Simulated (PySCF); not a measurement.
C₆ coefficients of unlike pairs at UHF

Calculated with PySCF 2.14 from the dipole response of each species, C₆(A,B) = (3/π) ∫ α_A(iu) α_B(iu) du, in atomic units, from isotropic polarisabilities. For ions this is the dispersion term alone; charge-induced terms of lower order in 1/R come first.

| species | configuration | basis | relativity | α (bohr³) | C₆ (like pair) |
| --- | --- | --- | --- | --- | --- |
| As⁺ | [Ar] 3d10 4s2 4p2 (3P) | aug-cc-pVTZ-PP with ECP10MDF (6s5p4d2f) | core potential | 16.90 | 102.4 |
| S³⁺ | [Ne] 3s2 3p1 (2P) | aug-cc-pVTZ-DK (6s5p3d2f) | spin-free X2C | 5.501 | 14.80 |
| Mn³⁺ | [Ar] 3d4 (5D) | x2c-QZVPPall with one added diffuse shell each of s, p, d, f, g type (12s8p6d5f3g) | spin-free X2C | 1.821 | 4.470 |
| Al³⁺ | [Ne] (1S) | aug-cc-pVDZ-DK (5s4p2d) | spin-free X2C | 0.04715 | 0.005793 |

Problem. Estimate C₆ for S³⁺ with As⁺.

Solution. The integral gives 38.51. The combination rule 2 C_A C_B / (C_A α_B/α_A + C_B α_A/α_B) gives 38.46 and the geometric mean 38.93.

No spin-orbit coupling is included.

The other pairs:

| pair | C₆ |
| --- | --- |
| Al³⁺, S³⁺ | 0.2191 |
| Mn³⁺, S³⁺ | 7.158 |
| Al³⁺, Mn³⁺ | 0.1559 |
| Al³⁺, As⁺ | 0.5217 |
| Mn³⁺, As⁺ | 17.52 |
